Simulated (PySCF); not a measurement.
C2H6BN.
Bonds: B1–N2, N2–C3 (triple), C3–C4. Hydrogens: H5, H6, H7 on B1; H8, H9, H10 on C4.
Bond orders are those of one Lewis drawing.

Computed by this run: PBE0-D3(BJ)/def2-SVP geometry optimisation, gas phase (PySCF 2.14.0); density fitting, grid level 1; the optimiser is geomeTRIC in internal coordinates, started from a GFN2-xTB structure with every atom displaced at random (about 0.03 Å).

Step 0: E = -4327.7513 eV
```
atom  x, y, z in Å  |  force x, y, z in eV/Å
B1      2.0882   -0.1601    0.0350   -1.639   2.284  -0.763
N2      0.5581   -0.0432    0.1992   -4.430  -0.086   0.500
C3     -0.6269    0.0125    0.3111   13.761  -0.551  -1.137
C4     -1.8902    0.0904    0.4798  -10.785   0.554   2.225
H5      2.3873    1.0305    0.0027    0.320   0.002   0.117
H6      2.1852   -0.5999   -1.0390    0.450  -0.837  -1.231
H7      2.4788   -0.7249    0.9388    0.897  -1.240   1.683
H8     -2.4278   -0.3531   -0.3905   -0.029   0.185   0.293
H9     -2.3099    1.1408    0.6309    0.620  -0.851  -0.362
H10    -2.3005   -0.4603    1.4200    0.835   0.540  -1.326
```

Question: Estimate the geometry and energy of step 1. (The exact step hangs on the optimiser's Hessian estimate; all steps are aligned on step 0, rigid shifts and turns removed.)

Answer: E = -4328.7681 eV, largest force 2.195 eV/Å
```
atom  x, y, z in Å  |  force x, y, z in eV/Å
B1      2.0936   -0.1314    0.0218   -0.298   0.637  -0.209
N2      0.5630   -0.0405    0.2073    0.306  -0.174  -0.079
C3     -0.5799    0.0096    0.3249    1.178   0.029  -0.082
C4     -1.9754    0.0884    0.4903   -2.172   0.063   0.312
H5      2.4605    1.0440   -0.0005    0.012  -0.098   0.111
H6      2.2584   -0.6211   -1.0839    0.023  -0.235   0.037
H7      2.5286   -0.7451    0.9728    0.063  -0.187   0.075
H8     -2.5388   -0.3414   -0.3585    0.298   0.036  -0.010
H9     -2.3437    1.1205    0.6258    0.313   0.034  -0.136
H10    -2.3238   -0.4505    1.3881    0.277  -0.105  -0.018
```

The energy changes by -1.0168 eV. The first-order estimate −F·Δx gives -1.9196 eV and the mean of the old and new forces, exact on a quadratic surface, -1.0725 eV. The step makes an angle of 61° with the force vector and moves no atom by more than 0.116 Å.

What follows is the cost of the whole optimisation. On one thread, Arm Neoverse N1 (aarch64), shared host, this took 23 s of wall time and 0.33 GiB of memory at its peak.
